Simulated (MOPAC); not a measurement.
Job for MOPAC: PM7 on C3H7N (a complex), monomers drawn apart or pushed together.

```
PM7 1SCF PRECISE CHARGE=0 THREADS=1
C3H7N

C     -0.03104439 1     0.42615089 1     0.17979373 1
H      0.13438928 1     0.25247475 1    -0.88241695 1
H      0.51385174 1     1.31955557 1     0.48448781 1
H     -1.09710096 1     0.56818331 1     0.35652105 1
H      0.32406797 1    -0.43201632 1     0.74772377 1
C     -0.48815155 1     0.68100733 1     3.65348251 1
C      0.14783000 1    -0.60446886 1     3.41553116 1
N      0.65075941 1    -1.61960921 1     3.22166003 1
H      0.11241621 1     1.27582429 1     4.34196203 1
H     -0.58980078 1     1.22380323 1     2.71384719 1
H     -1.47834663 1     0.53600448 1     4.08592447 1
```

Program output:

```
*******************************************************************************
 **                                                                           **
 **                              MOPAC v23.2.5                                **
 **                                                                           **
 *******************************************************************************
 ** MOPAC's Digital Object Identifier: https://doi.org/10.5281/zenodo.6511958 **
 **                                                                           **
 ** Please cite the open-source release paper for use of this MOPAC version:  **
 ** J. E. Moussa and J. J. P. Stewart (2026)                                  **
 ** MOPAC: An open-source semiempirical molecular orbital program             **
 ** J. Open Source Softw., 11(119), 8025, https://doi.org/10.21105/joss.08025 **
 *******************************************************************************

                              PM7 CALCULATION RESULTS

 *******************************************************************************
 *  PM7        - The PM7 Hamiltonian to be used
 *
 *
 *
 *                 CHARGE ON SYSTEM = 0
 *
 *
 *
 *  PRECISE    - TIGHTER CRITERIA TO BE USED
 *  1SCF       - DO 1 SCF AND THEN STOP
 *  THREADS=1  - MULTI-THREADING NOT USED
 *  T=         - A TIME OF 172800.0 SECONDS REQUESTED
 *  DUMP=N     - RESTART FILE WRITTEN EVERY 7200.0 SECONDS REQUESTED
 *******************************************************************************
PM7 1SCF PRECISE CHARGE=0 THREADS=1
 C3H7N

   ATOM   CHEMICAL          X               Y               Z
  NUMBER   SYMBOL      (ANGSTROMS)     (ANGSTROMS)     (ANGSTROMS)

     1       C         -0.03104439  *   0.42615089  *   0.17979373  *
     2       H          0.13438928  *   0.25247475  *  -0.88241695  *
     3       H          0.51385174  *   1.31955557  *   0.48448781  *
     4       H         -1.09710096  *   0.56818331  *   0.35652105  *
     5       H          0.32406797  *  -0.43201632  *   0.74772377  *
     6       C         -0.48815155  *   0.68100733  *   3.65348251  *
     7       C          0.14783000  *  -0.60446886  *   3.41553116  *
     8       N          0.65075941  *  -1.61960921  *   3.22166003  *
     9       H          0.11241621  *   1.27582429  *   4.34196203  *
    10       H         -0.58980078  *   1.22380323  *   2.71384719  *
    11       H         -1.47834663  *   0.53600448  *   4.08592447  *



          CARTESIAN COORDINATES

    NO.       ATOM           X           Y           Z

     1         C         -0.0310      0.4262      0.1798
     2         H          0.1344      0.2525     -0.8824
     3         H          0.5139      1.3196      0.4845
     4         H         -1.0971      0.5682      0.3565
     5         H          0.3241     -0.4320      0.7477
     6         C         -0.4882      0.6810      3.6535
     7         C          0.1478     -0.6045      3.4155
     8         N          0.6508     -1.6196      3.2217
     9         H          0.1124      1.2758      4.3420
    10         H         -0.5898      1.2238      2.7138
    11         H         -1.4783      0.5360      4.0859

 General Reference for PM7:
 "Optimization of Parameters for Semiempirical Methods VI: More Modifications to the
 NDDO Approximations and Re-optimization of Parameters", J. J. P. Stewart, J. Mol. Mod., 1:32, 19 (2013)
 https://link.springer.com/article/10.1007/s00894-012-1667-x

           Empirical Formula: C3 H7 N  =    11 atoms



      MOLECULAR POINT GROUP   :   Cs


      RHF CALCULATION, NO. OF DOUBLY OCCUPIED LEVELS = 12


 -------------------------------------------------------------------------------
 PM7 1SCF PRECISE CHARGE=0 THREADS=1
 C3H7N



     1SCF WAS SPECIFIED, SO BFGS WAS NOT USED
     SCF FIELD WAS ACHIEVED


                              PM7 CALCULATION
                                                       MOPAC v23.2.5 Linux




          FINAL HEAT OF FORMATION =          3.64869 KCAL/MOL =      15.26610 KJ/MOL


          COSMO AREA              =        119.46 SQUARE ANGSTROMS
          COSMO VOLUME            =        102.57 CUBIC ANGSTROMS

          IONIZATION POTENTIAL    =         12.845142 EV
          HOMO LUMO ENERGIES (EV) =        -12.845  1.237
          NO. OF FILLED LEVELS    =         12
          MOLECULAR WEIGHT        =         57.0950         POINT GROUP:  Cs

          MOLECULAR DIMENSIONS (Angstroms)

            Atom       Atom       Distance
            H     9    H     2     5.32371
            N     8    H     3     3.41362
            H    11    H     3     2.03877


          SCF CALCULATIONS        =          1





   ATOM   CHEMICAL          X               Y               Z
  NUMBER   SYMBOL      (ANGSTROMS)     (ANGSTROMS)     (ANGSTROMS)

     1       C         -0.03104439  *   0.42615089  *   0.17979373  *
     2       H          0.13438928  *   0.25247475  *  -0.88241695  *
     3       H          0.51385174  *   1.31955557  *   0.48448781  *
     4       H         -1.09710096  *   0.56818331  *   0.35652105  *
     5       H          0.32406797  *  -0.43201632  *   0.74772377  *
     6       C         -0.48815155  *   0.68100733  *   3.65348251  *
     7       C          0.14783000  *  -0.60446886  *   3.41553116  *
     8       N          0.65075941  *  -1.61960921  *   3.22166003  *
     9       H          0.11241621  *   1.27582429  *   4.34196203  *
    10       H         -0.58980078  *   1.22380323  *   2.71384719  *
    11       H         -1.47834663  *   0.53600448  *   4.08592447  *

                             CARTESIAN COORDINATES

   1    C       -0.031044390     0.426150890     0.179793730
   2    H        0.134389280     0.252474750    -0.882416950
   3    H        0.513851740     1.319555570     0.484487810
   4    H       -1.097100960     0.568183310     0.356521050
   5    H        0.324067970    -0.432016320     0.747723770
   6    C       -0.488151550     0.681007330     3.653482510
   7    C        0.147830000    -0.604468860     3.415531160
   8    N        0.650759410    -1.619609210     3.221660030
   9    H        0.112416210     1.275824290     4.341962030
  10    H       -0.589800780     1.223803230     2.713847190
  11    H       -1.478346630     0.536004480     4.085924470


           Empirical Formula: C3 H7 N  =    11 atoms



      MOLECULAR POINT GROUP   :   Cs


                  EIGENVALUES
 -35.19405 -27.38806 -25.04226 -18.09475 -16.03865 -15.99306 -13.90650 -13.88411
 -13.73475 -13.40021 -12.91832 -12.84514   1.23738   1.23765   2.87788   4.68555
   4.70352   5.34794   5.70455   5.73841   5.81576   6.02950   7.25712


              NET ATOMIC CHARGES AND DIPOLE CONTRIBUTIONS

  ATOM NO.   TYPE          CHARGE      No. of ELECS.   s-Pop       p-Pop
    1          C          -0.611415        4.6114     1.04802     3.56340
    2          H           0.157335        0.8427     0.84267
    3          H           0.147034        0.8530     0.85297
    4          H           0.146989        0.8530     0.85301
    5          H           0.160468        0.8395     0.83953
    6          C          -0.414529        4.4145     1.03901     3.37552
    7          C           0.129532        3.8705     1.11231     2.75816
    8          N          -0.264371        5.2644     1.82914     3.43523
    9          H           0.181811        0.8182     0.81819
   10          H           0.185352        0.8146     0.81465
   11          H           0.181794        0.8182     0.81821
 DIPOLE           X         Y         Z       TOTAL
 POINT-CHG.    -1.449     2.936     0.511     3.314
 HYBRID        -0.190     0.383     0.066     0.433
 SUM           -1.639     3.319     0.577     3.747


          ATOMIC ORBITAL ELECTRON POPULATIONS

     Atom    s        px        py        pz
    1  C   1.04802   1.17977   1.18728   1.19635
    2  H   0.84267
    3  H   0.85297
    4  H   0.85301
    5  H   0.83953
    6  C   1.03901   1.15499   1.02732   1.19321
    7  C   1.11231   0.92055   0.91795   0.91966
    8  N   1.82914   1.12689   1.20064   1.10770
    9  H   0.81819
   10  H   0.81465
   11  H   0.81821

 **********************
 *                    *
 * JOB ENDED NORMALLY *
 *                    *
 **********************




 == MOPAC DONE ==
```

The run finished.

Cost: about 0.03 core-seconds (a rough figure).
